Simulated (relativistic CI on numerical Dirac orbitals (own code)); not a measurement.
Calculated at this level of theory: Dirac-Coulomb-Breit CI, separate exchange-only KLI orbitals for each configuration, model QED (radiative potential, 1s self-energy scaled to tabulated hydrogen-like ionisation energies), unscaled Slater integrals (own radial code, finite nucleus).

CI space (outside the closed core [Ne]): 3s2.3p6.3d6, 3s2.3p5.3d7, 3s2.3p4.3d8, 3s.3p6.3d7, 3p6.3d8, 3s.3p5.3d8, 3s2.3p6.3d5.4s, 3s2.3p6.3d5.4p, 3s2.3p4.3d7.4s, 3s2.3p6.3d5.4d, 3s2.3p4.3d7.4p, 3s2.3p5.3d6.4s, 3s2.3p6.3d5.4f, 3s2.3p4.3d7.4d, 3s.3p5.3d7.4s, 3s2.3p5.3d6.4p, 3s2.3p5.3d6.4d, 3s2.3p6.3d4.4s2, 3s.3p6.3d6.4s, 3p6.3d7.4s, 3p6.3d7.4p, 3s2.3p6.3d5.5s, 3p6.3d7.4d, 3s.3p6.3d5.4s2. Levels of other configurations are missing.

At this charge energies of transitions that change n are usually good to better than 1 %, and those within a shell (Δn = 0) to a few per cent.

Outline of the computed level scheme of Re LII. Lowest level of each configuration: 3s2.3p6.3d6 3F_4 at 0.000 eV; 3s2.3p5.3d7 5G°_6 at 396.300 eV.

Some strong electric-dipole decays among the lowest 45 levels: 3s2.3p5.3d7 3D°_3 → 3s2.3p6.3d6 3F_4 (2.1e+12 s⁻¹); 3s2.3p5.3d7 3F°_4 → 3s2.3p6.3d6 3F_4 (1.7e+12 s⁻¹); 3s2.3p5.3d7 3P°_2 → 3s2.3p6.3d6 3P_2 (9.8e+11 s⁻¹); 3s2.3p5.3d7 3D°_1 → 3s2.3p6.3d6 3P_2 (7.3e+11 s⁻¹); 3s2.3p5.3d7 3D°_3 → 3s2.3p6.3d6 3P_2 (5.4e+11 s⁻¹); 3s2.3p5.3d7 3G°_5 → 3s2.3p6.3d6 3F_4 (3.0e+11 s⁻¹); 3s2.3p5.3d7 3D°_1 → 3s2.3p6.3d6 3P_0 (2.8e+11 s⁻¹); 3s2.3p5.3d7 3D°_3 → 3s2.3p6.3d6 3P_2 (1.6e+11 s⁻¹).

LS names give the leading component of a level, which can be under half, so a name can repeat, a term be missing and a line seem to break the LS rules.
